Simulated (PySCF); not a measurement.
**Spin-rotation constants: `C=COC[C@@H](C)F`, C₅H₉FO**

Molfile (atoms numbered from 1):
```
C5H9FO
     RDKit          3D

 16 15  0  0  0  0  0  0  0  0999 V2000
    0.1452   -2.9111   -0.6567 C   0  0  0  0  0  0  0  0  0  0  0  0
    0.9695   -1.9427   -0.2864 C   0  0  0  0  0  0  0  0  0  0  0  0
    0.8934   -0.5951   -0.2477 O   0  0  0  0  0  0  0  0  0  0  0  0
   -0.2467    0.2372   -0.3538 C   0  0  0  0  0  0  0  0  0  0  0  0
   -1.6494   -0.3471   -0.5414 C   0  0  1  0  0  0  0  0  0  0  0  0
   -2.2138   -0.9884    0.7160 C   0  0  0  0  0  0  0  0  0  0  0  0
   -2.4536    0.7352   -0.8729 F   0  0  0  0  0  0  0  0  0  0  0  0
   -0.8573   -2.7828   -1.0129 H   0  0  0  0  0  0  0  0  0  0  0  0
    0.4961   -3.9252   -0.6014 H   0  0  0  0  0  0  0  0  0  0  0  0
    1.9746   -2.2017    0.0313 H   0  0  0  0  0  0  0  0  0  0  0  0
   -0.0607    0.9070   -1.2056 H   0  0  0  0  0  0  0  0  0  0  0  0
   -0.2590    0.8510    0.5573 H   0  0  0  0  0  0  0  0  0  0  0  0
   -1.6980   -1.0063   -1.4142 H   0  0  0  0  0  0  0  0  0  0  0  0
   -2.2890   -0.2355    1.4976 H   0  0  0  0  0  0  0  0  0  0  0  0
   -3.2061   -1.3875    0.5205 H   0  0  0  0  0  0  0  0  0  0  0  0
   -1.5646   -1.7893    1.0562 H   0  0  0  0  0  0  0  0  0  0  0  0
  1  2  2  0
  2  3  1  0
  3  4  1  0
  4  5  1  0
  5  6  1  0
  5  7  1  0
  1  8  1  0
  1  9  1  0
  2 10  1  0
  4 11  1  0
  4 12  1  0
  5 13  1  6
  6 14  1  0
  6 15  1  0
  6 16  1  0
M  END
```

The calculation used PySCF, GIAO PBE/pcSseg-1 magnetisability, rotational g tensor and spin-rotation constants, non-relativistic, gas phase. Geometry: GFN2-xTB, dihedral held. The dihedral C5–C4–O3–C2 is held at 0°.

(1) Give the nuclear spin-rotation constants along the inertial axes (H = +C I·J) beside the isotropic shieldings.

## Answers

(1) Rotational constants 4.4150, 1.6915, 1.4153 GHz. A star marks the isotopologue with that one atom substituted, in its own axes.
| atom | isotope | Caa (kHz) | Cbb (kHz) | Ccc (kHz) | mean (kHz) | σ (ppm) |
| --- | --- | --- | --- | --- | --- | --- |
| F7 | 19F | 3.159 | 0.806 | 0.899 | 1.621 | 365.6 |
| H8 | 1H | 0.070 | -0.134 | -0.134 | -0.066 | 28.0 |
| H9 | 1H | 0.087 | -0.089 | -0.171 | -0.058 | 27.8 |
| H10 | 1H | 0.272 | -0.155 | -0.114 | 0.001 | 25.4 |
| H11 | 1H | -0.447 | 0.002 | -0.050 | -0.165 | 26.7 |
| H12 | 1H | -0.439 | -0.138 | 0.049 | -0.176 | 27.4 |
| H13 | 1H | -0.396 | -0.116 | 0.060 | -0.151 | 25.7 |
| H14 | 1H | -0.402 | -0.163 | -0.022 | -0.195 | 30.5 |
| H15 | 1H | -0.332 | -0.025 | -0.140 | -0.166 | 29.8 |
| H16 | 1H | 0.015 | -0.152 | -0.143 | -0.093 | 29.6 |
| C1 | 13C* | 1.578 | 0.392 | 0.232 | 0.734 | 96.2 |
| C2 | 13C* | 2.227 | 0.513 | 0.358 | 1.032 | 28.5 |
| O3 | 17O* | -1.085 | -0.220 | -0.155 | -0.487 | 198.1 |
| C4 | 13C* | 0.844 | 0.452 | 0.385 | 0.560 | 101.1 |
| C5 | 13C* | 0.849 | 0.488 | 0.427 | 0.588 | 89.6 |
| C6 | 13C* | 0.733 | 0.259 | 0.225 | 0.406 | 156.8 |

For the geometry as given, no vibrational averaging.
